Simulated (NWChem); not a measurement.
GeH2O2Cl2; SMILES [OH][Ge]([OH])([Cl])[Cl]

```xyz
7

O     -0.1446     1.4789    -1.2420
Ge     0.0000     0.0000    -0.2664
O      0.1446    -1.4789    -1.2420
Cl    -1.7846    -0.0355     0.9335
Cl     1.7846     0.0355     0.9335
H      0.7111     1.6781    -1.6709
H     -0.7111    -1.6781    -1.6709
```
Atoms are numbered in this order, from 1.

Program: NWChem. The geometry was optimised at PBE-D3(BJ)/def2-SVP. Level PBE/def2-SVP: energy and gradient; each run changes one setting, and changes count from the defaults (medium grid, exact Coulomb integrals, symmetry on).

### Question
Which setting moves the energy most, and by about how much (Becke weights; extra-fine grid; symmetry off; defaults; Coulomb fitting, Weigend set; coarse grid)?

### Answer
Coulomb fitting, Weigend set, by about 500 μHa.
```tsv
setting	size of the energy change (μHa)	largest change of a gradient component (μHa/bohr)	time, defaults = 1 (rough)
defaults	< 10	< 30	about 1
Becke weights	< 10	40	about 1
symmetry off	< 10	other frame	about 1
Coulomb fitting, Weigend set	500	90	0.4
coarse grid	40	400	about 1
extra-fine grid	< 10	70	about 1
```
